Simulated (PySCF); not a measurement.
**Peak assignment**

Cartesian coordinates in Å; atom numbers follow the order of the lines, from 1:
```xyz
22

C    -1.5502   -0.2619   -1.8087
C    -0.9837   -0.1445   -0.3783
C    -1.5853    1.0861    0.2441
N    -1.0008    2.1925    0.1724
C    -1.4302   -1.3946    0.3462
O    -2.2957   -1.4706    1.1706
C     0.5518   -0.0836   -0.4192
C     1.1691   -0.1263    0.9754
Si    3.0681   -0.0378    0.9402
H    -1.1991   -1.1778   -2.2799
H    -2.6386   -0.2723   -1.7912
H    -1.2158    0.5891   -2.3969
H    -2.5584    0.9123    0.7209
H    -1.4898    2.9760    0.5992
H    -0.8836   -2.2980    0.0055
H     0.8340    0.8458   -0.9138
H     0.9232   -0.9203   -1.0158
H     0.7775    0.7096    1.5565
H     0.8468   -1.0363    1.4882
H     3.5902   -1.1954    0.2068
H     3.5746   -0.0633    2.3126
H     3.4856    1.1906    0.2643
```

- structure optimised with GFN2-xTB
- σ from GIAO-PBE0/pcSseg-1
- program: PySCF 2.14.0 with density-fitted response routines
- non-relativistic, isolated molecule, a single conformation, equivalent nuclei averaged

δ = σ(ref) − σ, references computed at the same level: TMS for 13C (σ = 186.93 ppm), 1H (σ = 31.72 ppm).

Problem. Assign these signals to the numbered atoms. 13C{1H} NMR (computed): δ 211.4, 180.8, 59.7, 32.7, 24.3, 7.7.

Solution. 
211.4 → C5, carbon bonded to C, O, H
180.8 → C3, carbon bonded to C, N, H
59.7 → C2, carbon bonded to 4 C
32.7 → C7, carbon bonded to 2 C, 2 H
24.3 → C1, carbon bonded to C, 3 H
7.7 → C8, carbon bonded to C, Si, 2 H

Problem. Assign these signals to the numbered atoms. 1H NMR (400 MHz, computed): δ 11.28 (br s, 1H), 9.96 (s, 1H), 9.00 (s, 1H), 3.80 (m, 3H), 2.58 (m, 1H), 1.44 (m, 1H), 1.14 (s, 3H), 1.07 (m, 1H), 0.14 (m, 1H).

Solution. 
```tsv
δ (ppm)	atoms	environment	reason
11.28	H14	hydrogen on a nitrogen bonded to C	–
9.96	H15	hydrogen on a carbon bonded to C, O	–
9.00	H13	hydrogen on a carbon bonded to C, N	–
3.80	H20/H21/H22	hydrogen on a silicon bonded to C	–
2.58	H16	hydrogen on a carbon bonded to 2 C	–
1.44	H17	hydrogen on a carbon bonded to 2 C	–
1.14	H10/H11/H12	hydrogen on a carbon bonded to C	–
1.07	H18	hydrogen on a carbon bonded to C, Si	–
0.14	H19	hydrogen on a carbon bonded to C, Si	–
```

H10/H11/H12 and H18 lie closer than the usual error of such a calculation, so a measured spectrum could show them in the other order.

OH and NH positions are those of a molecule without intermolecular hydrogen bonds; in solution they move with solvent, concentration and temperature, and exchange usually removes their couplings. Shifts are as computed. Against solution values, carbons near 30 ppm lie about +3 ppm off and those near 130 ppm about +5 ppm. Of 1309 compounds with measured shifts, 239 miss one by over three times the rms of a fit or turn the order of signals round; such compounds aren't used in these exercises. No couplings were computed; multiplicities are counted from neighbouring protons, with m where these are inequivalent, close in shift, in a saturated or five-membered ring or joined by F or P, and br s for small geminal =CH2 splittings.
